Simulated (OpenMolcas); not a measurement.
## Sb I: RASPT2 settings compared

- Program: OpenMolcas 26.06
- Basis: ANO-R2 [7s6p4d2f1g]
- Scalar Hamiltonian: X2C, finite nucleus
- Active space: 5 electrons in 9 orbitals (RAS2 5s 5p; RAS3 5d, at most 2 electrons)
- State averaging: 2S+1 = 4 odd, 1 root; 2S+1 = 2 odd, 8 roots
- Spin-orbit coupling: RASSI with atomic mean-field integrals over the reference wave functions, term energies averaged over their components

Methods on the same reference wave functions:
A. RASSCF
B. SS-RASPT2, IPEA 0.4 Eh, imaginary shift 0.15 Eh (closed shells correlated: none)
C. SS-RASPT2, IPEA 0.75 Eh, sigma1 regulariser 0.3 Eh (closed shells correlated: 4d)
D. XMS-RASPT2, IPEA 0.3 Eh, no level shift (closed shells correlated: 4s 4p 4d)

Energies in cm-1 above 5s2 5p3 4S* 3/2, the measured ground level; measured values from NIST Handbook of Basic Atomic Spectroscopic Data.

```
          Level      A      B      C      D  Measured
5s2 5p3 4S* 3/2    0.0    0.0    0.0    0.0       0.0
5s2 5p3 2D* 3/2  11830  10290  10330  10030      8512
5s2 5p3 2D* 5/2  12902  11370  11380  11100      9854
5s2 5p3 2P* 1/2  19975  18280  18510  18110     16395
5s2 5p3 2P* 3/2  21375  19720  19930  19550     18464
```

Deviations, from unrounded energies. A percentage is the sum of absolute deviations over the sum of measured energies, with the sign that they share, or ± where signs differ.

| Against measurement | Levels | A | B | C | D |
| --- | --- | --- | --- | --- | --- |
| mean absolute deviation (cm-1) | 4 | 3200 | 1600 | 1700 | 1400 |
| other terms of the ground configuration (%) | 4 | +24.2 | +12.1 | +13.0 | +10.5 |

D lies closest to measurement on these levels and A furthest from it. The largest miss of D in the table is 5s2 5p3 2P* 1/2, by +1700 cm-1. The ranking rests on the paired levels alone, and a cruder setting can come out closer through cancelling errors.

Among B to D the level of the table that moves most is 5s2 5p3 2P* 1/2, by 400 cm-1 (lowest in D, highest in C). Moves below CASPT2's spread within the term are not significant.

From A to B the spin-free energies of the other terms of 5s2 5p3 shown, above 4S*, scale by factors of 0.87 to 0.91.

The lowest spin-free term lies below A's lowest term by 0.021 hartree in B, 0.466 hartree in C, 0.674 hartree in D.

CASPT2 does not keep the components of a term degenerate, so their means are used; among the terms shown or strongly mixed into the levels shown the widest spread is 44 cm-1 (5s2 5p3 2D*, D). Active for correlation alone: 5d; no level in the range computed is led by a configuration that fills it, so any true level of that kind is missing. Some terms miss by over 15 % even with CASPT2, which points to a basis or an active space too small for the shells correlated (holds for B; C; D). Measured partners are found by configuration, term and J. A level has none where our copy of the source lacks it or the pairing is in doubt (some pairs that miss far off the trend of their configuration count as doubtful), and it then counts in no deviation. Only configurations of the active space appear.

* marks odd parity.
